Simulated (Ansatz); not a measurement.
Cost and result for the atomization energy of `BN/C=[N]/[GeH3]` (12 atoms, 11 bonds).

Cartesian coordinates in Å:
```
B 0.966 -1.164 1.978
N -0.248 -0.611 1.530
C -0.513 0.010 0.308
N 0.349 0.168 -0.593
Ge -0.120 1.005 -2.168
H 1.927 -1.133 1.281
H 0.965 -1.651 3.070
H -1.054 -0.649 2.135
H -1.562 0.340 0.238
H 0.139 0.026 -3.322
H -1.613 1.409 -2.132
H 0.764 2.250 -2.326
```

Total charge 0; spin multiplicity 1. Correlated methods include outer-core shells of Ge, which these sets cover unevenly. Scalar relativity is left out up to krypton. The structure was optimised at the PBE0-D4/def2-TZVP level. It is one conformer, not always the lowest. Program: Ansatz. All runs use 4 threads of a server CPU on a shared host. Times are those of one run each, without the atoms' runs, and a repeat can differ threefold. Electronic energies, without spin–orbit coupling; frozen cores. CCSD(T)/CBS adds CCSD(T) − MP2 in def2-TZVPP to the MP2 limit, and its time is that of the two runs behind it. T1 = 0.014. With those shells the extrapolation isn't a true limit. HSE06 is the plane-wave form, built on full-range PBE exchange.

CCSD(T)/CBS is a level of theory with its own doubt, some kJ/mol a heavy atom from the limit and from the frozen cores, so smaller differences don't rank the functionals.

| level | functions | wall time |
| --- | --- | --- |
| LDA (SPW92)/def2-TZVPP | 270 | 8 s |
| BLYP-D4/def2-TZVPP | 270 | 9 s |
| revPBE-D4/def2-TZVPP | 270 | 9.1 s |
| PBE0-D4/def2-TZVPP | 270 | 13 s |
| HSE06-D4/def2-TZVPP | 270 | 14 s |
| r2SCAN-D4/def2-TZVPP (with forces) | 270 | 15 s |
| CAM-B3LYP-D4/def2-TZVPP | 270 | 17 s |
| r2SCANh-D4/def2-TZVPP | 270 | 17 s |
| B2PLYP/def2-TZVPP | 270 | 26 s |
| CCSD(T)/def2-SVP | 123 | 34 s |
| MP2/def2-QZVPP | 527 | 110 s |
| CCSD(T)/def2-TZVPP | 270 | 9.4 min |
| CCSD(T)/CBS(def2) | – | 11 min |

Task: What atomization energy does each give, and how far from CCSD(T)/CBS? (Estimate.)

Result: Ansatz gave: 
| level | atomization (kcal/mol) | difference from CCSD(T)/CBS | per bond |
| --- | --- | --- | --- |
| LDA (SPW92)/def2-TZVPP | 1158.8 | 153.7 | 14.0 |
| BLYP-D4/def2-TZVPP | 1015.0 | 9.9 | 0.9 |
| revPBE-D4/def2-TZVPP | 1004.7 | -0.4 | 0.0 |
| PBE0-D4/def2-TZVPP | 1009.2 | 4.1 | 0.4 |
| HSE06-D4/def2-TZVPP | 1009.8 | 4.7 | 0.4 |
| r2SCAN-D4/def2-TZVPP (with forces) | 1008.2 | 3.1 | 0.3 |
| CAM-B3LYP-D4/def2-TZVPP | 1017.8 | 12.7 | 1.1 |
| r2SCANh-D4/def2-TZVPP | 1001.0 | -4.1 | -0.4 |
| B2PLYP/def2-TZVPP | 1000.6 | -4.5 | -0.4 |
| CCSD(T)/def2-SVP | 949.0 | -56.1 | -5.1 |
| MP2/def2-QZVPP | 1006.2 | 1.1 | 0.1 |
| CCSD(T)/def2-TZVPP | 979.6 | -25.5 | -2.3 |
| CCSD(T)/CBS(def2) | 1005.1 | 0.0 | 0.0 |

In def2-TZVPP, CCSD(T) changes the Hartree–Fock value by +269.5 kcal/mol (the triples alone add +16.6 kcal/mol) and MP2 by +281.0 kcal/mol; breaking electron pairs costs correlation energy, which Hartree–Fock lacks. From r2SCAN to r2SCAN0 (25 % exact exchange), in def2-TZVPP and without D4, the atomization energy moves by −17.6 kcal/mol: exact exchange takes away binding that semilocal exchange gives to molecules. The D4 term adds +8.8 kcal/mol with B3LYP and +4.6 kcal/mol with PBE0; it sums over pairs of atoms, weighted by their polarisabilities, and B3LYP, whose exchange is more repulsive, gets the larger term.

B3LYP here is the variant with VWN-RPA as its local correlation; programs differ in this.
